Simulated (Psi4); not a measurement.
F$_{3}$Se, charge +1, singlet, at a GFN2-xTB geometry. Base run: M06-2X/cc-pVDZ in Psi4.

Geometry (Å):
```xyz
4

Se    -0.0585     0.1371     0.3608
F     -1.1155    -0.9279    -0.3603
F      0.0351     1.1447    -0.9611
F      1.3015    -0.7346    -0.0418
```
Charge +1, spin multiplicity 1.
All else is at Psi4's defaults (density fitting).
Base energy -2700.23308 Eh.

Each row names what was changed in the base input (with any setting that the change needs).

```json
[
 {"change": "base", "ΔE vs base (mEh)": "0.000", "SCF cycles": "8", "grid points": "86103", "basis functions": "69"},
 {"change": "scf_type = direct", "ΔE vs base (mEh)": "-341.1", "SCF cycles": "14", "grid points": "86103", "basis functions": "69"},
 {"change": "level_shift = 0.3", "ΔE vs base (mEh)": "0.000", "SCF cycles": "8", "grid points": "86103", "basis functions": "69"},
 {"change": "dft_spherical_points = 194", "ΔE vs base (mEh)": "0.025", "SCF cycles": "8", "grid points": "55463", "basis functions": "69"},
 {"change": "dft_radial_points = 150", "ΔE vs base (mEh)": "0.215", "SCF cycles": "8", "grid points": "171251", "basis functions": "69"},
 {"change": "dft_spherical_points = 434", "ΔE vs base (mEh)": "0.081", "SCF cycles": "8", "grid points": "123552", "basis functions": "69"},
 {"change": "dft_spherical_points = 110", "ΔE vs base (mEh)": "0.227", "SCF cycles": "9", "grid points": "31445", "basis functions": "69"},
 {"change": "df_basis_scf = cc-pvtz-jkfit", "ΔE vs base (mEh)": "-341.1", "SCF cycles": "8", "grid points": "86103", "basis functions": "69"},
 {"change": "dft_radial_scheme = multiexp", "ΔE vs base (mEh)": "2.438", "SCF cycles": "8", "grid points": "90145", "basis functions": "69"},
 {"change": "dft_nuclear_scheme = becke", "ΔE vs base (mEh)": "0.042", "SCF cycles": "9", "grid points": "85422", "basis functions": "69"},
 {"change": "guess = huckel", "ΔE vs base (mEh)": "0.000", "SCF cycles": "9", "grid points": "86103", "basis functions": "69"},
 {"change": "diis_max_vecs = 15", "ΔE vs base (mEh)": "0.000", "SCF cycles": "8", "grid points": "86103", "basis functions": "69"},
 {"change": "scf_initial_accelerator = none", "ΔE vs base (mEh)": "0.000", "SCF cycles": "8", "grid points": "86103", "basis functions": "69"}
]
```
